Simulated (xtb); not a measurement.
Hf(OMe)(H)3 (CH₆HfO), SMILES C[O][HfH3], multiplicity 1. All values are semi-empirical tight-binding results from xtb (GFN2-xTB unless named), good for trends rather than for accurate numbers. The structure is a stationary point at GFN2-xTB. The spin state was assumed, not searched. The structure was generated by enumeration; whether it is a known compound was not checked.

For metal compounds this method's bond lengths and energies can be far off.

Computed properties:
| Quantity | Value |
|---|---|
| orbital gap | 4.05 eV |
| zero-point energy | 33.5 kcal/mol |
| G − E(el) at 298.15 K (modified RRHO) | 13.8 kcal/mol |
